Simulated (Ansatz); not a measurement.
Reaction (formal exchange of groups at a Ge–C bond): `O=[CH][GeH2][SiH3]` + `C=C` → `C=[CH][GeH2][SiH3]` + `C=O`

Program: Ansatz. Geometries: PBE0-D4/def2-TZVP. ΔE: electronic, gas phase. CCSD(T)/CBS is the MP2 limit (def2-TZVPP, def2-QZVPP) plus CCSD(T) − MP2 in def2-TZVPP, frozen cores. This one scheme is used for every species. Functionals use def2-TZVPP. B3LYP here is the variant with VWN-RPA as its local correlation; programs differ in this. For Ge outer-core shells are correlated without core-valence functions, which leaves a few kJ/mol of doubt a bond. Scalar relativity is left out up to krypton. Each species was taken in one conformer, which may not be the lowest.

| level | ΔE (kJ/mol) |
| --- | --- |
| B3LYP-D4 | -2.7 |
| CCSD(T)/def2-TZVPP | -11.0 |

(1) What does CCSD(T)/CBS give? (Best estimate.)

Largest T1 diagnostic among the species: 0.015.

Answers

(1) Computed: -9.8 kJ/mol. The listed levels differ from it by 7.1, -1.2 kJ/mol.

The D4 term adds −3.5 kJ/mol with B3LYP and −2.0 kJ/mol with PBE0; it sums over pairs of atoms, weighted by their polarisabilities, and B3LYP, whose exchange is more repulsive, gets the larger term. From PBE to PBE0 (25 % exact exchange), in def2-TZVPP and without D4, ΔE moves by −6.1 kJ/mol.
